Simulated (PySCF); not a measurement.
PySCF input for Ge(NH2)(SH) (GeH₃NS), SMILES [NH2][Ge][SH] (connectivity only; charge and spin as stated), neutral, multiplicity 1, ADC(2)/aug-cc-pVDZ. The structure is a stationary point at ωB97X-D3(BJ)/def2-TZVP. Other conformers were not sampled.

```python
import numpy as np
from pyscf import gto, scf, dft, adc

mol = gto.M(
    atom='''
    Ge    0.49504723    0.48004565    0.00000000
    N    -1.11999978    1.30822886   -0.00000000
    H    -1.18878302    2.31317364    0.00000001
    H    -2.02125498    0.85630264   -0.00000000
    S    -0.35234498   -1.59371537    0.00000000
    H     0.84604468   -2.18909307   -0.00000000
    ''',
    basis='aug-cc-pVDZ',
    charge=0,
    spin=0,
    max_memory=1600,
    verbose=4,
)
mf = scf.RHF(mol)
mf.conv_tol = 1e-10
mf.max_cycle = 100
mf.kernel()
res = {}
for kind, nroots in (('ee', 6), ('ip', 6), ('ea', 2)):
    a = adc.ADC(mf).density_fit('aug-cc-pvdz-ri')
    a.method, a.method_type = 'adc(2)', kind
    e, v, p, x = a.kernel(nroots=nroots)
    res[kind] = (e * 27.211386245988, p)
for kind, (e, p) in res.items():
    print(kind, 'energies / eV', np.round(e, 3), 'strengths', np.round(p, 4))
```

It prints:

```
PySCF version 2.14.0

[INPUT] verbose = 4
[INPUT] num. atoms = 6
[INPUT] num. electrons = 58
[INPUT] charge = 0
[INPUT] spin (= nelec alpha-beta = 2S) = 0
[INPUT] symmetry False subgroup None
[INPUT] Mole.unit = angstrom
[INPUT] Symbol           X                Y                Z      unit          X                Y                Z       unit  Magmom
[INPUT]  1 Ge     0.495047230000   0.480045650000   0.000000000000 AA    0.935503683425   0.907154805789   0.000000000000 Bohr   0.0
[INPUT]  2 N     -1.119999780000   1.308228860000   0.000000000000 AA   -2.116492843773   2.472194253652   0.000000000000 Bohr   0.0
[INPUT]  3 H     -1.188783020000   2.313173640000   0.000000010000 AA   -2.246474329333   4.371264658163   0.000000018897 Bohr   0.0
[INPUT]  4 H     -2.021254980000   0.856302640000   0.000000000000 AA   -3.819618340113   1.618177469342   0.000000000000 Bohr   0.0
[INPUT]  5 S     -0.352344980000  -1.593715370000   0.000000000000 AA   -0.665835513565  -3.011685569810   0.000000000000 Bohr   0.0
[INPUT]  6 H      0.846044680000  -2.189093070000   0.000000000000 AA    1.598792734345  -4.136786363483   0.000000000000 Bohr   0.0

nuclear repulsion = 245.871268127094
number of shells = 40
number of NR pGTOs = 204
number of NR cGTOs = 113
basis = aug-cc-pVDZ
ecp = {}


[settings echo left out]
init E= -2528.51691209748
  HOMO = -0.239914728089792  LUMO = -0.012196588599128  gap/eV = 6.19653
cycle= 1 E= -2529.08316696843  delta_E= -0.566  |g|= 0.305  |ddm|=  2.4
  HOMO = -0.341794491460688  LUMO = 0.0238868572372439  gap/eV = 9.95070
cycle= 2 E= -2529.11444185586  delta_E= -0.0313  |g|= 0.132  |ddm|= 0.518
  HOMO = -0.340985433497123  LUMO = 0.0346084604965333  gap/eV = 10.22043
cycle= 3 E= -2529.12008592443  delta_E= -0.00564  |g|= 0.041  |ddm|= 0.15
  HOMO = -0.34095773549357  LUMO = 0.0365231504659263  gap/eV = 10.27178
cycle= 4 E= -2529.12089709438  delta_E= -0.000811  |g|= 0.0132  |ddm|= 0.0842
  HOMO = -0.341540867743033  LUMO = 0.0359812311108673  gap/eV = 10.27290
cycle= 5 E= -2529.12098304833  delta_E= -8.6e-05  |g|= 0.00402  |ddm|= 0.0216
  HOMO = -0.341542568850078  LUMO = 0.0361574081515673  gap/eV = 10.27774
cycle= 6 E= -2529.12099931618  delta_E= -1.63e-05  |g|= 0.00116  |ddm|= 0.0125
  HOMO = -0.3415141472394  LUMO = 0.0361383437330908  gap/eV = 10.27645
cycle= 7 E= -2529.12100092694  delta_E= -1.61e-06  |g|= 0.000373  |ddm|= 0.00375
  HOMO = -0.341495447957858  LUMO = 0.0361380180671787  gap/eV = 10.27593
cycle= 8 E= -2529.1210010926  delta_E= -1.66e-07  |g|= 9e-05  |ddm|= 0.00128
  HOMO = -0.341482583046917  LUMO = 0.0361362056635971  gap/eV = 10.27553
cycle= 9 E= -2529.12100110216  delta_E= -9.55e-09  |g|= 2.45e-05  |ddm|= 0.000272
  HOMO = -0.341480870609865  LUMO = 0.0361358281038307  gap/eV = 10.27547
cycle= 10 E= -2529.12100110291  delta_E= -7.56e-10  |g|= 6.12e-06  |ddm|= 7.75e-05
  HOMO = -0.341480960960399  LUMO = 0.0361355439224002  gap/eV = 10.27547
cycle= 11 E= -2529.12100110297  delta_E= -5.41e-11  |g|= 1.83e-06  |ddm|= 1.72e-05
  HOMO = -0.341480767940804  LUMO = 0.036135690488638  gap/eV = 10.27547
Extra cycle  E= -2529.12100110296  delta_E= 8.19e-12  |g|= 8.5e-07  |ddm|= 4.34e-06
converged SCF energy = -2529.12100110296

******** <class 'pyscf.adc.radc.RADC'> ********
******** ADC Orbital Information ********
Number of Frozen Occupied Orbitals: 0
Number of Frozen Virtual Orbitals: 0
Number of Active Occupied Orbitals: 29
Number of Active Virtual Orbitals: 84
*****************************************
******** <class 'pyscf.df.df.DF'> ********
auxbasis = aug-cc-pvdz-ri
Reference correlation energy (doubles): -0.45710911
MP2 correlation energy of reference state (a.u.) = -0.45710911

******** <class 'pyscf.adc.radc_ee.RADCEE'> ********
max_space = 12
max_cycle = 50
conv_tol = 1e-08

*************************************************************
        ADC calculation summary (singlet states only)
*************************************************************
adc(2) root 0  |  Energy (Eh) =   0.1640881900  |  Energy (eV) =   4.46506708  |  Osc. strength = 0.03671127  |  conv = True
adc(2) root 1  |  Energy (Eh) =   0.1759418786  |  Energy (eV) =   4.78762237  |  Osc. strength = 0.07347576  |  conv = True
adc(2) root 2  |  Energy (Eh) =   0.2131796657  |  Energy (eV) =   5.80091417  |  Osc. strength = 0.01566169  |  conv = True
adc(2) root 3  |  Energy (Eh) =   0.2209883085  |  Energy (eV) =   6.01339817  |  Osc. strength = 0.04396015  |  conv = True
adc(2) root 4  |  Energy (Eh) =   0.2224259549  |  Energy (eV) =   6.05251852  |  Osc. strength = 0.29436854  |  conv = True
adc(2) root 5  |  Energy (Eh) =   0.2231863431  |  Energy (eV) =   6.07320974  |  Osc. strength = 0.05853093  |  conv = True

******** <class 'pyscf.adc.radc.RADC'> ********
******** ADC Orbital Information ********
Number of Frozen Occupied Orbitals: 0
Number of Frozen Virtual Orbitals: 0
Number of Active Occupied Orbitals: 29
Number of Active Virtual Orbitals: 84
*****************************************
******** <class 'pyscf.df.df.DF'> ********
auxbasis = aug-cc-pvdz-ri
Reference correlation energy (doubles): -0.45710911
MP2 correlation energy of reference state (a.u.) = -0.45710911

******** <class 'pyscf.adc.radc_ip.RADCIP'> ********
max_space = 12
max_cycle = 50
conv_tol = 1e-08

*************************************************************
        ADC calculation summary (doublet states only)
*************************************************************
adc(2) root 0  |  Energy (Eh) =   0.3219827939  |  Energy (eV) =   8.76159810  |  Spec. factor = 1.82188307  |  conv = True
adc(2) root 1  |  Energy (Eh) =   0.3232470133  |  Energy (eV) =   8.79599926  |  Spec. factor = 1.74550987  |  conv = True
adc(2) root 2  |  Energy (Eh) =   0.3681940485  |  Energy (eV) =  10.01907038  |  Spec. factor = 1.74353762  |  conv = True
adc(2) root 3  |  Energy (Eh) =   0.4287430233  |  Energy (eV) =  11.66669191  |  Spec. factor = 1.75135264  |  conv = True
adc(2) root 4  |  Energy (Eh) =   0.4752752985  |  Energy (eV) =  12.93289961  |  Spec. factor = 1.75843238  |  conv = True
adc(2) root 5  |  Energy (Eh) =   0.5818137619  |  Energy (eV) =  15.83195887  |  Spec. factor = 1.69840078  |  conv = True

******** <class 'pyscf.adc.radc.RADC'> ********
******** ADC Orbital Information ********
Number of Frozen Occupied Orbitals: 0
Number of Frozen Virtual Orbitals: 0
Number of Active Occupied Orbitals: 29
Number of Active Virtual Orbitals: 84
*****************************************
******** <class 'pyscf.df.df.DF'> ********
auxbasis = aug-cc-pvdz-ri
Reference correlation energy (doubles): -0.45710911
MP2 correlation energy of reference state (a.u.) = -0.45710911

******** <class 'pyscf.adc.radc_ea.RADCEA'> ********
max_space = 12
max_cycle = 50
conv_tol = 1e-08

*************************************************************
        ADC calculation summary (doublet states only)
*************************************************************
adc(2) root 0  |  Energy (Eh) =   0.0232081926  |  Energy (eV) =   0.63152709  |  Spec. factor = 1.95731272  |  conv = True
adc(2) root 1  |  Energy (Eh) =   0.0317231986  |  Energy (eV) =   0.86323220  |  Spec. factor = 1.95402650  |  conv = True
ee energies / eV [4.465 4.788 5.801 6.013 6.053 6.073] strengths [0.0367 0.0735 0.0157 0.044  0.2944 0.0585]
ip energies / eV [ 8.762  8.796 10.019 11.667 12.933 15.832] strengths [1.8219 1.7455 1.7435 1.7514 1.7584 1.6984]
ea energies / eV [0.632 0.863] strengths [1.9573 1.954 ]
```

The calculation finished and met its thresholds.

Cost: very roughly 11 core-minutes.
